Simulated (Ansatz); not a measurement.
Basis-set series for `[NH2][Zn][O][SiH3]`. The species carries charge 0 and has multiplicity 1. The structure was optimised at the PBE0-D4/def2-TZVP level. It is one conformer, not always the lowest.

```json
{"functional": "PBE0-D4", "basis": "def2-SVP", "functions": "102", "energy (Eh)": "-2200.95851", "HOMO (eV)": "-6.87", "LUMO (eV)": "-0.64"}
{"functional": "PBE0-D4", "basis": "def2-QZVPP", "functions": "434", "energy (Eh)": "-2201.55415", "HOMO (eV)": "-7.37", "LUMO (eV)": "-1.03"}
{"functional": "ωB97M-V", "basis": "def2-SVP", "functions": "102", "energy (Eh)": "-2201.30111", "HOMO (eV)": "-9.24", "LUMO (eV)": "0.82"}
{"functional": "ωB97M-V", "basis": "def2-QZVPP", "functions": "434", "energy (Eh)": "-2201.89928", "HOMO (eV)": "-9.75", "LUMO (eV)": "0.28"}
```

**Question.** Give the rows for def2-TZVPP. (Best estimate.)

**Answer.** Ansatz gave: 
| functional | basis | functions | energy (Eh) | HOMO (eV) | LUMO (eV) |
| --- | --- | --- | --- | --- | --- |
| PBE0-D4 | def2-TZVPP | 238 | -2201.49021 | -7.34 | -0.92 |
| ωB97M-V | def2-TZVPP | 238 | -2201.83826 | -9.73 | 0.60 |

Positive LUMOs are unbound and depend on the basis. Scalar relativity is left out up to krypton.
